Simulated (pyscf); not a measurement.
Structures and frequencies: ωB97X-D3(BJ)/def2-SVP in PySCF.

Question: What is the homolytic dissociation enthalpy (298 K, ωB97M-D3(BJ)/def2-TZVP) of the I–Si bond of H₃Si–Si(SiH₃)(SiH₃)–I (SMILES [SiH3][Si]([SiH3])([SiH3])I), to H₃Si–Si•(SiH₃)–SiH₃ + I•?

Answer: I–Si to H₃Si–Si•(SiH₃)–SiH₃ + I•: 301.5 kJ/mol. The 7 functionals that were run give +287.0 (M06-2X) to +331.4 kJ/mol (ωB97X-D3(BJ)/def2-TZVP). Other isomers of H₃Si–Si•(SiH₃)–SiH₃ were not searched in full and may lie lower. Left out: the spin-orbit lowering of I, which is large for Br, Se, Te and I. Elements past Kr carry the def2 core potentials, without spin-orbit coupling.
